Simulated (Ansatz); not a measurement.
`CO[Si](C)(F)[SeH]` → `CO[Si]F` + `C[SeH]`  (silylene formation by 1,1-elimination)

Calculated with Ansatz (gas phase, PBE0-D4/def2-TZVP geometries, no zero-point term in ΔE). CBS: MP2 limit from def2 TZ/QZ plus the TZ coupled-cluster correction, frozen cores. DFT in def2-TZVPP. B3LYP here is the variant with VWN-RPA as its local correlation; programs differ in this. For Se outer-core shells are correlated without core-valence functions, which leaves a few kJ/mol of doubt a bond. Scalar relativity is left out up to krypton. One conformer a species, not always the lowest.

| level | ΔE (kcal/mol) | difference from CCSD(T)/CBS |
| --- | --- | --- |
| PBE-D4 | 59.1 | -3.2 |
| r2SCAN-D4 | 65.7 | 3.4 |
| PBE0-D4 | 63.9 | 1.6 |
| B3LYP-D4 | 58.6 | -3.7 |
| ωB97X-V | 62.4 | 0.1 |
| ωB97M-V | 59.2 | -3.1 |
| B2PLYP | 57.5 | -4.8 |
| PBE | 55.8 | -6.5 |
| r2SCAN | 64.8 | 2.5 |
| PBE0 | 61.0 | -1.3 |
| B3LYP | 53.3 | -9.0 |
| HF/def2-TZVPP | 58.8 | -3.5 |
| MP2/def2-TZVPP | 63.9 | 1.6 |
| SCS-MP2/def2-TZVPP | 60.2 | -2.1 |
| CCSD/def2-TZVPP | 59.6 | -2.7 |
| CCSD(T)/def2-TZVPP | 59.8 | -2.5 |
| HF/def2-QZVPP | 58.6 | -3.7 |
| MP2/def2-QZVPP | 65.3 | 3.0 |
| SCS-MP2/def2-QZVPP | 61.7 | -0.6 |
| HF/CBS(def2) | 58.5 | -3.8 |
| MP2/CBS(def2) | 66.4 | 4.1 |
| CCSD/CBS(def2) | 62.1 | -0.2 |
| CCSD(T)/CBS | 62.3 | 0 |

Largest T1 diagnostic among the species: 0.014.

The D4 term adds +5.3 kcal/mol with B3LYP and +3.0 kcal/mol with PBE0; it sums over pairs of atoms, weighted by their polarisabilities, and B3LYP, whose exchange is more repulsive, gets the larger term. From PBE to PBE0 (25 % exact exchange), in def2-TZVPP and without D4, ΔE moves by +5.2 kcal/mol. In def2-TZVPP, CCSD(T) changes the Hartree–Fock value by +1.1 kcal/mol (the triples alone add +0.2 kcal/mol) and MP2 by +5.1 kcal/mol.
